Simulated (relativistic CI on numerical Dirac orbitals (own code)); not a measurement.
## Hyperfine structure of Cu V, mass number 63

Computed by Dirac-Coulomb-Breit CI, orbitals from a KLI potential per configuration, a model potential for QED, valence Slater integrals scaled by 0.85, P86 correlation energy added to each configuration (own radial code, finite nucleus).

CI space (outside the closed core [Ne]): 3s2 3p6 3d7, 3s2 3p6 3d6 4s, 3s2 3p6 3d6 4p, 3s2 3p5 3d8, 3s2 3p6 3d6 4d, 3s2 3p6 3d6 5s, 3s2 3p6 3d6 5p, 3s2 3p6 3d5 4s2, 3s2 3p6 3d6 4f, 3s2 3p6 3d6 5d, 3s2 3p6 3d5 4s 4p, 3s2 3p6 3d6 5g, 3s2 3p4 3d9, 3s 3p6 3d8. Levels of other configurations are missing.

Nuclear spin I = 3/2, μ = 2.2259 μN, Q = -0.22 b (tables of Stone and Pyykkö). The electronic factors are computed for point nuclear moments, without core polarisation; leaving it out makes A of s and p electrons in near-neutral atoms 20 to 40 % too small, and it can dominate for d and f shells.

```
             Level  E (cm⁻¹)  A (MHz)  B (MHz)
3s2 3p6 3d7 4F_9/2       0.0    945.7     -143
3s2 3p6 3d7 4F_7/2    1577.3     1017    -97.5
3s2 3p6 3d7 4F_5/2    2686.4     1228    -70.1
3s2 3p6 3d7 4F_3/2    3429.1     1986    -69.7
3s2 3p6 3d7 4P_5/2   19415.2    450.2      194
3s2 3p6 3d7 4P_3/2   19542.6    724.2     -142
3s2 3p6 3d7 4P_1/2   20462.5    -1093         
3s2 3p6 3d7 2G_9/2   21142.0     1199      108
```

Levels with J = 0, under 50 % of one LS term, or S terms without an open s electron are left out. Small factors come from cancelling terms and can be off by tens of per cent or more.

At this charge configurations can still be misplaced by up to about 7 % of their energy. 63 of the 63 excited levels that our extract of the measured tables holds in this range could be paired (the sources list more); they are missed by 2251 cm⁻¹ on average and 6157 at most, and levels without a partner can miss by more.

(1) Give the hyperfine levels of 3s2 3p6 3d7 4F_9/2 relative to its centre of gravity.

Answers

(1) With K = F(F + 1) − I(I + 1) − J(J + 1), E = AK/2 + B[¾K(K + 1) − I(I + 1)J(J + 1)]/[2I(2I − 1)J(2J − 1)]: F = 3: -7868, F = 4: -3990, F = 5: 768.9, F = 6: 6348 MHz.
